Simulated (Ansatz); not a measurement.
```xyz
14

C    -0.6625    1.3763    1.8231
N    -0.8338    1.3244    0.3861
Si   -0.5674   -0.0571   -0.5452
Cl   -1.1676    0.3817   -2.4646
O     1.0038   -0.4991   -0.5613
C     1.4755   -1.6803   -1.1709
H     0.3272    1.7377    2.1235
H    -0.7862    0.3754    2.2443
H    -1.4203    2.0149    2.2852
H    -0.8452    2.2207   -0.0718
H    -1.3624   -1.2079   -0.0578
H     0.8602   -2.5476   -0.9040
H     1.4838   -1.5800   -2.2605
H     2.4949   -1.8590   -0.8260
```

The species carries charge 0 and has multiplicity 1.

**Question.** List the B3LYP/def2-TZVPP orbital energies in eV (Ansatz). (Estimate.)

**Answer.** Ansatz gave: Occupied: -2762.14, -1800.11, -520.56, -389.25, -278.20, -277.67, -256.90, -195.91, -195.79, -195.79, -144.45, -99.84, -99.76, -99.74, -27.86, -24.22, -22.28, -18.93, -18.39, -14.99, -13.53, -12.68, -12.60, -12.51, -11.85, -11.40, -10.32, -10.19, -9.17, -8.83, -8.51, -8.15, -6.98. Lowest empty: 0.59, 1.12, 1.22, 1.78, 2.02, 2.20, 2.48, 2.95.

B3LYP here is the variant with VWN-RPA as its local correlation; programs differ in this.
